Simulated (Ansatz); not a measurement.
Species: WF₂ (charge 0, triplet). The spin state was set by rule; other spins were not relaxed. 
Structure (B3LYP-D3(BJ)/def2-TZVP (Ansatz, a first-principles code) minimum search):
```
W
F 1 1.8313
F 1 1.8313 2 180.00
```
Charge 0, spin multiplicity 3.

Basis-set convergence of Hartree-Fock and CCSD(T) correlation energies (hartree) with Ansatz. Valence correlation only, unless marked. Open shells are spin-unrestricted. No spin-orbit coupling. Frozen are the shells of the preceding noble gas and the d and f shells that filled before the atom's block. In def2 rows, elements after Kr have scalar-relativistic effective core potentials.

```
basis        functions       E(HF)  E(corr, CCSD(T))
-----------  ---------  ----------  ----------------
def2-SVPD           81  -265.15892          -0.54232
def2-TZVPPD        139           ?                 ?
```

### Question
Complete the blanks.

### Answer

- def2-TZVPPD, E(HF): -265.41840
- def2-TZVPPD, E(corr, CCSD(T)): -0.68628
